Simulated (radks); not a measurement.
Values are calculated unless marked as measured or tabulated.
O4+, 4 electrons, occupied as [He] 2s2.

Level of theory: non-relativistic Kohn-Sham, r2SCAN, spin-polarised, spherical densities, point nucleus; meta-GGA in the generalised Kohn-Sham scheme (a radial shooting solver on a logarithmic mesh with Libxc functionals).

Energy parts (eV):
part                     energy
total                 -1859.445
kinetic                1856.992
electron-nucleus      -4010.655
Hartree                 458.247
exchange-correlation   -164.028

Orbitals (lengths in bohr, moments of r in powers of bohr):
\begin{tabular}{lrrr}
orbital & occ. & eigenvalue (eV) & <1/r> \\ \hline
1s & 2 & -625.4005 & 7.658 \\
2s & 2 & -103.1207 & 1.554 \\
\end{tabular}

The highest occupied level is 2s at -103.12 eV. The density falls to 0.001 e/bohr^3 at r = 2.13 bohr. The electron density at the nucleus is 322.1 e/bohr^3. Summed over all electrons, <r^2> = 2.150 bohr^2, which gives a Langevin (diamagnetic) susceptibility term of -1.7 x 10^-6 cm^3/mol.
